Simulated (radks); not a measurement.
Neutral osmium inside a hard spherical wall (all orbitals vanish at R), configuration held at [Xe] 4f14 5d6 6s2 and not refilled when levels cross. All-electron calculation, scalar-relativistic Kohn-Sham, r2SCAN, spin-unpolarised, spherical densities, finite nucleus; meta-GGA in the generalised Kohn-Sham scheme; Fermi nuclear charge, rms radius 5.4126 fm. Program: a radial shooting solver on a logarithmic mesh with Libxc functionals. Eigenvalues in eV, with the zero of energy where the potential of the charges vanishes at infinity; a dash marks a level that is unbound or too diffuse for the functional's potential to be trusted. A positive occupied level is held by the wall or, in an anion where self-interaction has pushed it up, behind a barrier. The pressure on the wall is -dE/dV.

R (bohr)  E (hartree)  kinetic (hartree)    e(4f)    e(5p)   e(5d)   e(6s)  e(6p, empty)  e(7s, empty)  pressure (GPa)
free      -17252.6133          19115.775  -52.710  -52.321  -6.394  -6.346        -0.983             -               0
20        -17252.6133          19115.775  -52.710  -52.321  -6.394  -6.346        -0.983             -        < 0.0001
12        -17252.6133          19115.775  -52.709  -52.320  -6.393  -6.345        -0.955         1.500        0.000213
10        -17252.6131          19115.777  -52.698  -52.309  -6.382  -6.336        -0.882         2.582         0.00466
8         -17252.6111          19115.797  -52.590  -52.203  -6.286  -6.245        -0.562         5.145           0.107
7         -17252.6049          19115.849  -52.360  -51.977  -6.083  -6.042        -0.065         7.854           0.533
5         -17252.4908          19116.522  -50.070  -49.808  -4.146  -3.760         4.029        23.404            15.8
4         -17252.1122          19118.290  -45.651  -45.829  -0.426   1.540        12.154        47.967             107
